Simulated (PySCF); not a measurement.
**TDDFT excited states: C6H4BrN3**

Compound: C6H4BrN3.
Z-matrix (Å and degrees, PBE0-D3(BJ)/def2-SVP geometry), rows numbered from 1:
```
Br
C   1  1.8503
C   2  1.3896  1  131.69
N   3  1.3464  2  111.16  1   179.95
C   4  1.3252  3  105.68  2    -0.02
C   5  1.4152  4  131.87  3   179.94
N   6  1.3070  5  122.80  4  -179.93
C   7  1.3590  6  118.23  5    -0.01
C   8  1.3662  7  123.85  6     0.01
N   2  1.3653  1  122.44  3   179.92
H   3  1.0896  2  126.19  1    -0.06
H   6  1.0952  5  117.96  4     0.07
H   8  1.0931  7  116.87  6  -179.99
H   9  1.0902  8  125.00  7   179.99
```

Computed, not measured: TDDFT PBE0/def2-SVPD, vertical, gas phase, core orbitals frozen in the response in PySCF 2.14.0, density-fitted response routines. The PBE0/def2-SVPD calculation is non-relativistic and has no spin–orbit coupling, an omission that weighs most on bromine.

Problem. What does the calculation give for the low-lying excited states?

Solution. 

```tsv
state	E (eV)	λ (nm)	ν̃ (cm⁻¹)	f	main configurations (H = HOMO, L = LUMO)
S1	4.22	294.1	34010	0.058	H→L (91%)
S2	4.52	274.5	36430	0.0015	H-2→L (98%)
S3	4.90	253.2	39490	0.016	H-1→L (52%), H→L+1 (42%)
S4	5.13	241.7	41380	0.0001	H→L+2 (95%)
S5	5.43	228.2	43810	0.0013	H-3→L (95%)
S6	5.66	219.0	45660	0.0006	H-2→L+1 (97%)
S7	5.75	215.6	46390	0.441	H→L+1 (47%), H-1→L (39%), H-1→L+1 (9%)
S8	6.23	199.1	50240	0.306	H-1→L+1 (66%), H→L+4 (16%)
S9	6.24	198.8	50300	0.010	H→L+3 (64%), H-1→L+2 (31%)
S10	6.29	197.3	50690	0.0060	H-1→L+2 (65%), H→L+3 (32%)
```

Triplets, Tamm–Dancoff:

```tsv
state	E (eV)	λ (nm)	main configurations (H = HOMO, L = LUMO)
T1	3.10	400.0	H→L (84%), H-1→L (10%)
T2	3.95	313.7	H-2→L (90%)
T3	3.97	312.6	H→L+1 (52%), H-1→L (40%)
T4	4.11	301.3	H-1→L (45%), H→L+1 (41%)
```

The lowest singlet lies at 4.22 eV (294 nm, ultraviolet) and is of moderate strength; its leading configuration is HOMO→LUMO (91%). The strongest level in the table is S7 at 5.75 eV (216 nm, f = 0.441). S8/S9 lie within about 0.01 eV of each other. Löwdin shares by element: HOMO carbon 30% or more, bromine 17%, nitrogen 13% or more (atoms not listed hold the other 40%); LUMO carbon 38% or more, nitrogen 29% or more (atoms not listed hold the other 32%). Of the 10 states listed, 5 reach f = 0.01 and 1 stays under 0.0005. The oscillator strengths of these states sum to 0.841; summed over the whole spectrum of an exact calculation they would give the number of electrons, 96 (Thomas–Reiche–Kuhn). Weighted by f, the mean energy of these states is 5.81 eV. The vertical ionisation energy (ΔSCF) is 8.50 eV, 2.22 eV above S10. The window holds the lowest 10 singlets.
